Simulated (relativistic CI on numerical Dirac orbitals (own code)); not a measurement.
## Ti²⁺: resonant inelastic scattering at the M2,3 edge

Computed with this model: Dirac-Coulomb-Breit CI, KLI orbitals optimised for each configuration, model QED (radiative potential, 1s self-energy scaled to tabulated hydrogen-like ionisation energies), valence Slater integrals scaled by 0.7, Kramers-Heisenberg scattering through one core-hole configuration in a parametric crystal field; configurations [Ar] 3d2 → [Ne] 3s2 3p5 3d3; 10 K; core-hole width 0.8 eV; summed over polarisations. Incident energies are the highest absorption maxima for each field (at most a few, so the weaker spin-orbit partner edge can be absent), on the computed scale of the free ion. Intensities are in per cent of the strongest line above 0.02 eV; levels within 1 cm⁻¹ are merged; final levels count from the ground level, the first row holds all elastic scattering, lines under 0.4 are left out and each table stops after 24 rows. The scale of the Slater integrals is a model choice and moves the terms in proportion.

Field parameters in Wybourne normalisation: D4h B²₀ = −7Ds, B⁴₀ = 21(Dq − Dt), B⁴₄ = 21√(5/14) Dq. The field is a parameter set, without covalency.

S is read from ⟨S²⟩ = S(S + 1).

D4h, 10Dq = 14100, Ds = -1500, Dt = -80 cm⁻¹:

```
Final level (eV)  Degeneracy  Irrep     S  41.5 eV  45.4 eV  48.1 eV
           0.000           1     B1  1.00    105.4    270.2     26.6
           0.000           1     B2  1.00      5.7     27.5      0.8
           0.009           2      E  1.00      1.4      3.6      0.1
           0.017           1     A1  1.00     10.0     45.0      5.1
           0.018           1     A2  1.00      9.5     42.7      4.3
           0.451           1     A1  1.00      0.5      1.1      0.0
           0.451           2      E  1.00      9.2     52.5      9.2
           1.568           1     B2  0.02      0.3      0.9      0.2
           1.595           1     B1  0.00      0.2      1.0      0.1
           1.714           1     B1  1.00     12.4      9.5     10.9
           1.715           1     B2  0.99     13.8     11.3     11.1
           1.718           2      E  1.00      0.3      2.3      0.2
           1.722           2  A1+A2  1.00      3.7      2.6      7.3
           1.882           3   B1+E  1.00     16.8     33.6     20.7
           2.149           2      E  1.00      1.9     11.4     25.5
           3.111           1     B2  0.01      0.2      0.7      0.1
           3.258           1     A1  1.00      0.5      8.4     17.3
           3.258           1     A2  1.00      0.4     10.3     16.3
           3.263           2      E  1.00      0.0      1.9      0.2
           3.269           1     B1  1.00      0.4     24.7     13.2
           3.269           1     B2  1.00      0.4     20.0     11.5
           3.630           2      E  1.00      0.7    100.0     19.4
           3.631           1     B2  1.00      0.0      1.6      0.3
           4.835           1     B1  0.00      0.1      0.5      0.0
```

D4h, 10Dq = 14100, Ds = -860, Dt = -80 cm⁻¹:

```
Final level (eV)  Degeneracy  Irrep     S  41.4 eV  45.3 eV  48.1 eV
           0.000           1     B1  1.00    117.9    281.7     29.9
           0.000           1     B2  1.00      5.3     30.9      1.4
           0.009           2      E  1.00      1.6      3.5      0.1
           0.017           1     A1  1.00      9.0     55.4      4.6
           0.018           1     A2  1.00      8.7     51.8      3.8
           0.248           3   A1+E  1.00     10.7     60.0      7.7
           1.340           1     B2  0.00      0.2      0.7      0.1
           1.362           1     B1  0.00      0.2      0.7      0.0
           1.685           1     B1  1.00     12.9     10.3     11.3
           1.685           1     B2  1.00     14.6     13.0     12.0
           1.689           2      E  1.00      0.4      2.4      0.2
           1.692           2  A1+A2  1.00      3.3      5.2      7.9
           1.807           3   B1+E  1.00     18.0     32.5     21.6
           2.361           2      E  1.00      1.7     17.4     23.3
           2.984           1     A1  1.00      0.6      7.8     19.2
           2.984           1     A2  1.00      0.5     10.0     17.5
           2.990           2      E  1.00      0.0      1.5      0.2
           2.993           1     B2  0.97      0.5     16.9     11.9
           2.994           1     B1  1.00      0.6     23.5     15.3
           3.035           1     B2  0.09      0.2      2.2      0.8
           3.520           2      E  0.03      0.1      1.8      0.3
           3.556           1     B2  1.00      0.0      1.3      0.4
           3.556           2      E  0.99      0.7    100.0     23.9
           4.760           1     B1  0.00      0.1      0.5      0.0
```

For the first field the strongest loss at the lowest incident energy is the level at 1.88 eV (S = 1.00, against 1.00 in the thermal ground state).
